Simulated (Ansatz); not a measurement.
Basis-set series for C2H4ClGaO (`O/C=[C](/Cl)[GaH2]`). The species carries charge 0 and has multiplicity 1. The geometry is a stationary point of PBE0-D4/def2-TZVP. It is one conformer, not always the lowest.

```json
{"functional": "PBE0-D4", "basis": "def2-SVP", "functions": "112", "energy (Eh)": "-2537.76941", "HOMO (eV)": "-6.98", "LUMO (eV)": "-0.75"}
{"functional": "PBE0-D4", "basis": "def2-QZVPP", "functions": "450", "energy (Eh)": "-2538.41812", "HOMO (eV)": "-7.11", "LUMO (eV)": "-1.05"}
{"functional": "ωB97M-V", "basis": "def2-SVP", "functions": "112", "energy (Eh)": "-2538.15682", "HOMO (eV)": "-9.12", "LUMO (eV)": "0.98"}
{"functional": "ωB97M-V", "basis": "def2-QZVPP", "functions": "450", "energy (Eh)": "-2538.80566", "HOMO (eV)": "-9.29", "LUMO (eV)": "0.40"}
```

(1) Give the rows for def2-TZVPP. (Estimate.)

Answers

(1) Computed: 
| functional | basis | functions | energy (Eh) | HOMO (eV) | LUMO (eV) |
| --- | --- | --- | --- | --- | --- |
| PBE0-D4 | def2-TZVPP | 239 | -2538.35276 | -7.08 | -0.93 |
| ωB97M-V | def2-TZVPP | 239 | -2538.74262 | -9.26 | 0.72 |

Positive LUMOs are unbound and depend on the basis. Scalar relativity is left out up to krypton.
